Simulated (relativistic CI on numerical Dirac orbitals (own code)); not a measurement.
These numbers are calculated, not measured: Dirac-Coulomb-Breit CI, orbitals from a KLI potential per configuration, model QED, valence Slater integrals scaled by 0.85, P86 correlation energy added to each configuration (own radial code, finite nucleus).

CI space (outside the closed core [Xe] 4f14): 5d9, 5d8 6s, 5d8 6p, 5d8 5f, 5d7 6s 6p, 5d8 7s, 5d8 6d, 5d8 7p, 5d8 8s, 5d8 7d, 5d8 8p, 5d8 6f, 5d8 5g, 5d8 8d, 5d8 7f, 5d7 5f 6s, 5d7 6s2, 5d6 6s2 6p, 5d6 5f 6s2, 5d6 6s2 7s, 5d6 6s2 6d, 5d6 6s2 7p, 5d7 6s 7s, 5d6 6s 6p 7s, 5d6 5f 6s 7s, 5d6 6s 7s2, 5d6 6s 6d 7s, 5d6 6s 7s 7p. Double excitations out of closed p, d and f shells are left out; levels of such configurations are missing from the list, as are those of other unlisted configurations, and high levels can miss mixing partners.

Correlation outside the listed configurations is missing or only estimated: errors of thousands of cm⁻¹ between configurations and terms are usual at this charge. Rates and lifetimes follow the computed energies and can be off by large factors. The fine structure of a lone outer electron comes out too small, for d and f at times inverted, and misplaced configurations move strength between like terms. 10 of the 16 excited levels that our extract of the measured tables holds in this range could be paired (the sources list more); they are missed by 3766 cm⁻¹ on average and 5455 at most, and levels without a partner can miss by more.

Outline of the computed level scheme of Au III. Lowest level of each configuration: 5d9 2D_5/2 at 0.0000 eV; 5d8 6s 4F_9/2 at 4.1393 eV; 5d7 6s2 4F_9/2 at 11.1037 eV; 5d8 6p 4D°_7/2 at 11.1370 eV.

Some strong electric-dipole decays among the lowest 45 levels: 5d8 6p 2D°_5/2 → 5d9 2D_5/2 (1.3e+09 s⁻¹); 5d8 6p 4G°_11/2 → 5d8 6s 4F_9/2 (1.2e+09 s⁻¹); 5d8 6p 2F°_5/2 → 5d9 2D_5/2 (9.7e+08 s⁻¹); 5d8 6p 4G°_9/2 → 5d8 6s 2F_7/2 (8.1e+08 s⁻¹); 5d8 6p 2D°_5/2 → 5d9 2D_5/2 (7.5e+08 s⁻¹); 5d8 6p 2F°_7/2 → 5d8 6s 2D_5/2 (7.2e+08 s⁻¹); 5d8 6p 4F°_9/2 → 5d8 6s 4F_9/2 (6.8e+08 s⁻¹); 5d8 6p 4D°_7/2 → 5d8 6s 4F_9/2 (5.3e+08 s⁻¹).

Rates of lines that live on the mixing of spin multiplicities can be off by large factors.

LS names give the leading component of a level, which can be under half, so a name can repeat, a term be missing and a line seem to break the LS rules.
